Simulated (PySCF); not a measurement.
M06-L single point of triplet OsH₂ at its PBE0 minimum.

An equivalent PySCF input for this run (the driver started from the density of an earlier step):

```python
from pyscf import gto, scf, dft
mol = gto.M(atom='''
Os     0.000000     0.000000    -0.011990
H      1.081222    -0.000000     1.141886
H     -1.081222     0.000000     1.141886''',
    basis={'Os': 'def2-TZVP', 'H': 'def2-TZVP'},
    ecp={'Os': 'def2-TZVP'},
    charge=0, spin=2)
mf = dft.UKS(mol, xc='M06L')
mf.grids.atom_grid = (90, 434)
aux = {'Os': 'def2-universal-JKFIT', 'H': 'def2-universal-JKFIT'}
mf = mf.density_fit(auxbasis=aux)
mf.conv_tol = 1e-08
mf.diis_space = 10
mf.max_cycle = 60
mf.verbose = 4
mf.kernel()
```

Excerpt of the output:

```
init E= -91.8239429193652
cycle= 1 E= -91.7770430603557  delta_E= 0.0469  |g|= 0.176  |ddm|= 0.796
cycle= 2 E= -91.7718566718106  delta_E= 0.00519  |g|= 0.338  |ddm|= 0.741
cycle= 3 E= -91.823601561532  delta_E= -0.0517  |g|= 0.0574  |ddm|= 0.27
cycle= 4 E= -91.8252937550317  delta_E= -0.00169  |g|= 0.0542  |ddm|= 0.12
cycle= 5 E= -91.8271055087974  delta_E= -0.00181  |g|= 0.0277  |ddm|= 0.0744
cycle= 6 E= -91.8280257646266  delta_E= -0.00092  |g|= 0.0149  |ddm|= 0.084
cycle= 7 E= -91.8280953168486  delta_E= -6.96e-05  |g|= 0.00735  |ddm|= 0.0345
cycle= 8 E= -91.8281692620233  delta_E= -7.39e-05  |g|= 0.00492  |ddm|= 0.0462
cycle= 9 E= -91.8282150528404  delta_E= -4.58e-05  |g|= 0.000647  |ddm|= 0.0198
cycle= 10 E= -91.8282162885515  delta_E= -1.24e-06  |g|= 0.000205  |ddm|= 0.00293
cycle= 11 E= -91.8282163471182  delta_E= -5.86e-08  |g|= 6.64e-05  |ddm|= 0.000646
cycle= 12 E= -91.8282163570284  delta_E= -9.91e-09  |g|= 2.87e-05  |ddm|= 0.000408
Extra cycle  E= -91.8282163557133  delta_E= 1.32e-09  |g|= 5.03e-05  |ddm|= 0.00028
converged SCF energy = -91.8282163557133  <S^2> = 2.0179133  2S+1 = 3.0119185
```

With open d or f shells other occupations or spin states may lie lower. No spin–orbit coupling is included, which matters more the heavier the element.

This run, together with those of the ionised and electron-attached species (not shown), took 11 s on 2 threads of a shared Arm Neoverse V2 host, with 52 basis functions; the process peaked at 0.66 GiB. Launch command: `OMP_NUM_THREADS=2 python axn.py task.json out`.
